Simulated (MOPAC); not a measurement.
MOPAC input (MNDO):

```
MNDO PRECISE GNORM=0.05 LET XYZ UHF MS=0.5 GEO-OK AUX(PRECISION=9) THREADS=1
C2HO

C    -0.80042900 1   -0.57525800 1   -0.26166500 1
C     0.51326900 1   -0.37783900 1   -0.03810000 1
O     0.02321400 1    0.80488300 1    0.22491700 1
H     1.53725500 1   -0.72047700 1   -0.00074300 1
```

Output:

```
 *******************************************************************************
 **                                                                           **
 **                              MOPAC v23.2.5                                **
 **                                                                           **
 *******************************************************************************
 ** MOPAC's Digital Object Identifier: https://doi.org/10.5281/zenodo.6511958 **
 **                                                                           **
 ** Please cite the open-source release paper for use of this MOPAC version:  **
 ** J. E. Moussa and J. J. P. Stewart (2026)                                  **
 ** MOPAC: An open-source semiempirical molecular orbital program             **
 ** J. Open Source Softw., 11(119), 8025, https://doi.org/10.21105/joss.08025 **
 *******************************************************************************

                              MNDO CALCULATION RESULTS

 *******************************************************************************
 *  MNDO       - The MNDO Hamiltonian to be used
 *  GEO-OK     - OVERRIDE INTERATOMIC DISTANCE AND OTHER SAFETY CHECKS
 *  UHF        - UNRESTRICTED HARTREE-FOCK CALCULATION
 *  MS=        - IN MECI, MAGNETIC COMPONENT OF SPIN =  0.5
 *  LET        - OVERRIDE SOME SAFETY CHECKS
 *  PRECISE    - TIGHTER CRITERIA TO BE USED
 *  XYZ        - CARTESIAN COORDINATE SYSTEM TO BE USED
 *  GNORM      - EXIT WHEN GRADIENT NORM DROPS BELOW 0.050
 *  AUX        - OUTPUT AUXILIARY INFORMATION
 *******************************************************************************
MNDO PRECISE GNORM=0.05 LET XYZ UHF MS=0.5 GEO-OK AUX(PRECISION=9) THREADS=1
 C2HO

   ATOM   CHEMICAL          X               Y               Z
  NUMBER   SYMBOL      (ANGSTROMS)     (ANGSTROMS)     (ANGSTROMS)

     1       C         -0.80042900  *  -0.57525800  *  -0.26166500  *
     2       C          0.51326900  *  -0.37783900  *  -0.03810000  *
     3       O          0.02321400  *   0.80488300  *   0.22491700  *
     4       H          1.53725500  *  -0.72047700  *  -0.00074300  *

          CARTESIAN COORDINATES

    NO.       ATOM           X           Y           Z

     1         C         -0.8004     -0.5753     -0.2617
     2         C          0.5133     -0.3778     -0.0381
     3         O          0.0232      0.8049      0.2249
     4         H          1.5373     -0.7205     -0.0007

  H: (MNDO): M.J.S. DEWAR, W. THIEL, J. AM. CHEM. SOC., 99, 4899, (1977)
  C: (MNDO): M.J.S. DEWAR, W. THIEL, J. AM. CHEM. SOC., 99, 4899, (1977)
  O: (MNDO): M.J.S. DEWAR, W. THIEL, J. AM. CHEM. SOC., 99, 4899, (1977)

           Empirical Formula: C2 H O  =     4 atoms

      MOLECULAR POINT GROUP   :   Cs

          UHF CALCULATION, NO. OF ALPHA ELECTRONS =    8
                           NO. OF BETA  ELECTRONS =    7

          Geometry optimization using EF

          DIAGONAL MATRIX USED AS START HESSIAN

 CYCLE:     1  GRAD.:   100.619 HEAT:  117.3218
 CYCLE:     2  GRAD.:   485.345 HEAT:  138.5846
 CYCLE:     3  GRAD.:   214.063 HEAT:  104.9105
 CYCLE:     4  GRAD.:   535.485 HEAT:  152.1312
 CYCLE:     5  GRAD.:   182.227 HEAT:  128.7011
 CYCLE:     6  GRAD.:   237.314 HEAT:  105.2731
 CYCLE:     7  GRAD.:    69.167 HEAT:  96.30402
 CYCLE:     8  GRAD.:   299.024 HEAT:  133.9826
 CYCLE:     9  GRAD.:    61.809 HEAT:  95.72283
 CYCLE:    10  GRAD.:   153.211 HEAT:  98.51911
 CYCLE:    11  GRAD.:    20.488 HEAT:  94.47694
 CYCLE:    12  GRAD.:     4.698 HEAT:  94.38272
 CYCLE:    13  GRAD.:     2.911 HEAT:  94.37891
 CYCLE:    14  GRAD.:     0.124 HEAT:  94.37630
 CYCLE:    15  GRAD.:     0.044 HEAT:  94.37629

     GRADIENT =  0.04442 IS LESS THAN CUTOFF =  0.05000

 -------------------------------------------------------------------------------
 MNDO PRECISE GNORM=0.05 LET XYZ UHF MS=0.5 GEO-OK AUX(PRECISION=9) THREADS=1
 C2HO

     GEOMETRY OPTIMISED USING EIGENVECTOR FOLLOWING (EF).
     SCF FIELD WAS ACHIEVED

                              MNDO CALCULATION
                                                       MOPAC v23.2.5 Linux

          FINAL HEAT OF FORMATION =         94.37629 KCAL/MOL =     394.87040 KJ/MOL

          COSMO AREA              =         74.28 SQUARE ANGSTROMS
          COSMO VOLUME            =         57.26 CUBIC ANGSTROMS

          GRADIENT NORM           =          0.04442          =       0.02221 PER ATOM
          IONIZATION POTENTIAL    =         10.202909 EV
          ALPHA SOMO LUMO (EV)    =        -10.203  0.020
          BETA  SOMO LUMO (EV)    =        -11.127 -0.371
          NO. OF ALPHA ELECTRONS  =          8
          NO. OF BETA  ELECTRONS  =          7
          MOLECULAR WEIGHT        =         41.0293         POINT GROUP:  Cs

          MOLECULAR DIMENSIONS (Angstroms)

            Atom       Atom       Distance
            H     4    C     1     2.51298
            O     3    C     1     1.20120
            C     2    C     1     0.00000

          SCF CALCULATIONS        =         16

   ATOM   CHEMICAL          X               Y               Z
  NUMBER   SYMBOL      (ANGSTROMS)     (ANGSTROMS)     (ANGSTROMS)

     1       C         -0.81655129  *  -0.37806720  *  -0.20936953  *
     2       C          0.62894919  *  -0.46651421  *  -0.04765733  *
     3       O         -0.09577594  *   0.69889870  *   0.18037491  *
     4       H          1.66765504  *  -0.67281693  *   0.02918694  *

                             CARTESIAN COORDINATES

   1    C       -0.816551289    -0.378067200    -0.209369535
   2    C        0.628949191    -0.466514207    -0.047657331
   3    O       -0.095775938     0.698898701     0.180374913
   4    H        1.667655038    -0.672816934     0.029186936

           Empirical Formula: C2 H O  =     4 atoms

      MOLECULAR POINT GROUP   :   Cs

          ALPHA EIGENVALUES
 -47.37456 -27.09537 -22.54931 -17.21227 -16.45304 -14.28063 -11.29498 -10.20291
   0.01957   2.35514   2.84485   4.23148   4.37650

           BETA EIGENVALUES
 -46.73819 -25.89356 -22.23528 -17.02906 -15.00793 -14.16987 -11.12721  -0.37088
   0.73134   2.76657   3.57046   4.37016   4.73160

              NET ATOMIC CHARGES AND DIPOLE CONTRIBUTIONS

  ATOM NO.   TYPE          CHARGE      No. of ELECS.   s-Pop       p-Pop
    1          C           0.253501        3.7465     1.75870     1.98779
    2          C          -0.247470        4.2475     1.32173     2.92574
    3          O          -0.181599        6.1816     1.87240     4.30920
    4          H           0.175567        0.8244     0.82443
 DIPOLE           X         Y         Z       TOTAL
 POINT-CHG.    -0.252    -1.083    -0.331     1.160
 HYBRID         1.724     0.493     0.358     1.828
 SUM            1.472    -0.590     0.027     1.586

          ATOMIC ORBITAL ELECTRON POPULATIONS

     Atom    s        px        py        pz
    1  C   1.75870   0.96729   0.69895   0.32156
    2  C   1.32173   0.97096   0.89912   1.05567
    3  O   1.87240   1.33456   1.33749   1.63716
    4  H   0.82443

                    (SZ)    =    0.500000
                    (S**2)  =    0.769207

          ATOMIC ORBITAL SPIN POPULATIONS

    Atom   Total    s     px     py     pz
         Atomic
    1  C -0.1296  0.005 -0.066 -0.027 -0.041
    2  C  0.9710  0.058  0.057  0.096  0.760
    3  O  0.2024  0.005 -0.007  0.003  0.201
    4  H -0.0439 -0.044

 **********************
 *                    *
 * JOB ENDED NORMALLY *
 *                    *
 **********************

 == MOPAC DONE ==
```

The geometry given is a B3LYP-D3(BJ)/def2-TZVP minimum.
